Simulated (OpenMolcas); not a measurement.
## d1 ions of charge +4 down a group on the Y site of Cs2NaYCl6

```json
{"Program": "OpenMolcas 26.06", "Method": "CASSCF", "Spin-orbit coupling": "state interaction with AMFI integrals over the reference wave functions"}
```

The d shell is active. Each dopant is a cluster with its nearest anions in model potentials and point charges, with no relaxation and no local charge compensation. Distances were set from a Shannon-type radius of the metal (high-spin where two are listed) plus a fixed donor radius (Cl 1.76 Å), in hosts weighted 0.65 to 0.35 with the host's distance in the model lattice. Ligand basis ANO-RCC-VDZP, DKH2 Hamiltonian. States (labels of O, the rotations of Oh). Energies in cm-1 above the lowest state or level, χT in cm3 K/mol; under a threefold ground state the first gap can be a small split of the lowest multiplet, not the spin-orbit step; 10Dq is the gap between the two states. Spin-only χT is S(S+1) / 2 for the spin of the ground state.

```json
{"Ion": "Nb4+", "Shell": "4d1", "R (Å)": "2.503", "Metal basis": "ANO-RCC-VTZP", "Ground state": "2T2", "First state of that spin": "2E 20649", "10Dq": "20649", "First gap with spin-orbit (degeneracies)": "913.2 (4, 2)", "χT at 300 K": "0.162", "Spin-only χT": "0.375"}
{"Ion": "Ta4+", "Shell": "5d1", "R (Å)": "2.503", "Metal basis": "ANO-RCC-VTZP", "Ground state": "2T2", "First state of that spin": "2E 23292", "10Dq": "23292", "First gap with spin-orbit (degeneracies)": "3466 (4, 2)", "χT at 300 K": "0.047", "Spin-only χT": "0.375"}
```

|10Dq| changes by a factor of 23292 / 20649 = 1.13 from Nb4+ to Ta4+.

χT departs most from the spin-only value for Ta4+, by -0.328 cm3 K/mol.

An orbital triplet at a regular site is open to Jahn-Teller coupling, which can distort the site and quench the lowest spin-orbit gaps and is left out. The least metal-like active orbital is 74 % on the metal (Löwdin) and no ligand orbital is active, so the numbers are rough. With metal d orbitals alone the field can be off either way by tens of per cent. Ligand-to-metal charge-transfer states are missing. No measured value stands beside these numbers; the geometry was set by hand and not optimised.
